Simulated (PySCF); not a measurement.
From one molecule to another.

First species: C₅H₄F₄O₂.
Z-matrix (Å and degrees, PBE0-D3(BJ)/def2-SVP geometry), rows numbered from 1:
```
F 
C   1  1.3302
C   2  1.3319  1  120.43
O   3  1.3550  2  120.67  1   179.46
C   4  1.3480  3  117.95  2   176.51
C   5  1.3335  4  121.10  3   173.65
F   6  1.3311  5  121.04  4   178.33
O   6  1.3425  5  124.82  4    -4.29
C   8  1.3808  6  116.51  5   109.34
F   9  1.3246  8  106.37  6   171.24
F   9  1.3375  8  109.98  6   -70.97
H   2  1.0925  1  115.11  3   179.79
H   3  1.0949  2  121.40  1    -0.03
H   5  1.0928  4  118.89  3    -5.65
H   9  1.1042  8  112.22  6    50.41
```

Second species: C₅H₄F₄O₂.
SMILES: `F[C@H]1C=C(OC(F)(F)F)CO1`

Levels: wB97X-D/def2-SVPD for dipole moment, HOMO energy, LUMO energy, HOMO–LUMO gap, static isotropic polarisability and electronic spatial extent ⟨r²⟩ about the centre of nuclear charge; TDDFT wB97X-D/def2-SVPD for lowest singlet excitation; TDA wB97X-D/def2-SVPD for lowest triplet excitation (Tamm–Dancoff); PBE0-D3(BJ)/def2-SVP for rotational constant A and rotational constant C. Geometries: PBE0-D3(BJ)/def2-SVP. Each structure is a single optimised conformer of the isolated species, non-relativistic unless stated. Electronic properties by PySCF.

The conformers computed, where there is a choice (atom-mapped SMILES and torsion angles):
- `[F:1]/[CH:2]=[CH:3]/[O:4]/[CH:5]=[C:6](/[F:7])[O:8][CH:9]([F:10])[F:11]`: C2–C3–O4–C5 177°, C3–O4–C5–C6 174°, C5–C6–O8–C9 109°, C6–O8–C9–F10 171°
- `[F:1][C@H:2]1[CH:3]=[C:4]([O:5][C:6]([F:7])([F:8])[F:9])[CH2:10][O:11]1`: C3–C4–O5–C6 9°, C4–O5–C6–F7 179°

```json
{"property": "dipole moment", "column X": "1.62 D", "column Y": "1.91 D"}
{"property": "HOMO energy", "column X": "-9.88 eV", "column Y": "-8.37 eV"}
{"property": "LUMO energy", "column X": "1.33 eV", "column Y": "1.82 eV"}
{"property": "HOMO–LUMO gap", "column X": "11.21 eV", "column Y": "10.19 eV"}
{"property": "lowest singlet excitation", "column X": "7.12 eV", "column Y": "6.25 eV"}
{"property": "lowest triplet excitation (Tamm–Dancoff)", "column X": "4.53 eV", "column Y": "4.03 eV"}
{"property": "static isotropic polarisability", "column X": "67.3 au", "column Y": "77.2 au"}
{"property": "electronic spatial extent ⟨r²⟩ about the centre of nuclear charge", "column X": "1834 bohr²", "column Y": "2513 bohr²"}
{"property": "rotational constant A", "column X": "2.555 GHz", "column Y": "1.915 GHz"}
{"property": "rotational constant C", "column X": "0.568 GHz", "column Y": "0.388 GHz"}
```

Q: Which column belongs to which species?

A: Column X is the second species and column Y the first. The first has 15 atoms and 86 electrons, the second 15 and 86.

Q: How does each property change from the first species to the second?

A: dipole moment -0.29 D; HOMO energy -1.51 eV; LUMO energy -0.49 eV; HOMO–LUMO gap +1.02 eV; lowest singlet excitation +0.87 eV; lowest triplet excitation (Tamm–Dancoff) +0.50 eV; static isotropic polarisability -9.9 au; electronic spatial extent ⟨r²⟩ about the centre of nuclear charge -679 bohr²; rotational constant A +0.640 GHz; rotational constant C +0.180 GHz.

On the first: A dipole of 1.91 D is allowed in C1, and pure rotational transitions are dipole-allowed. The dipole equals about 6.4 × 10⁻³⁰ C·m (1 D = 3.33564 × 10⁻³⁰ C·m).

On the second: The dipole equals about 5.4 × 10⁻³⁰ C·m (1 D = 3.33564 × 10⁻³⁰ C·m). The polarisability is 9.98 Å³ as a volume (1 au = 0.148185 Å³), or 0.78 au for each of the 86 electrons.
